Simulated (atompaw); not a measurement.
Before and after: PAW (atompaw) potential for F (Z = 9)

```
Element                 : F
Generator               : atompaw 4.2.0.5
Type                    : PAW
Functional              : PBE
Relativity              : scalar-relativistic
Frozen core             : [He]
Valence charge          : 7
Reference configuration : 2s1 2p6
Partial waves           : 2s (bound); 2s channel at 0.35 Ry; 2p (bound); 2p channel at 1.85 Ry
Local potential         : vpsmatchnc scheme with l = 2 at 0 Ry, radius 0.75 bohr
Core correction         : smooth core density matched at 0.80 bohr
Augmentation charge     : besselshape compensation charge, radius 1.15 bohr; PAW radius 1.15 bohr; waves and projectors: bloechl
```

All-electron outer shells of the reference configuration (PBE, scalar-relativistic, ld1.x):

```
shell  level (eV)  outermost node (bohr)  outermost maximum (bohr)
   1s     -664.00                      –                      0.11
   2s      -30.38                   0.24                      0.76
   2p      -11.54                      –                      0.71
```

Change: all radii scaled by about 1.30 (s 1.04, p 1.50 bohr); local potential vpsmatchnc scheme with l = 2 at 0 Ry, radius 0.98 bohr; augmentation besselshape compensation charge, radius 1.50 bohr; PAW radius 1.50 bohr; waves and projectors: bloechl; core correction smooth core density matched at 1.04 bohr.

Cutoffs: the cutoffs (Ry, on a coarse ladder) from which the occupation-weighted sum of valence levels, in a spherical-Bessel basis at the reference potential, stays within 10 and 1 mRy of its value at 400 Ry; they do not see the model core or the augmentation charge, which bear on the density cutoff.

Question: What does the change do?

Answer: The potential gets softer (160 Ry and 260 Ry → 140 Ry and 180 Ry); neither file shows a bound ghost. A larger radius leaves more room for a smooth pseudo-wave, so fewer plane waves are needed.

```tsv
quantity	base	changed
cutoff, loose	160 Ry	140 Ry
cutoff, tight	260 Ry	180 Ry
loose cutoff by channel (10 mRy a level)	s 30 Ry, p 70 Ry	s 100 Ry, p 100 Ry
bound ghosts	none	none
lowest overlap eigenvalue by channel	s 0.01, p 0.04	s 0.38, p 1.00
```

 The cutoffs see the waves, projectors and local potential, not the compensation charge or the core.
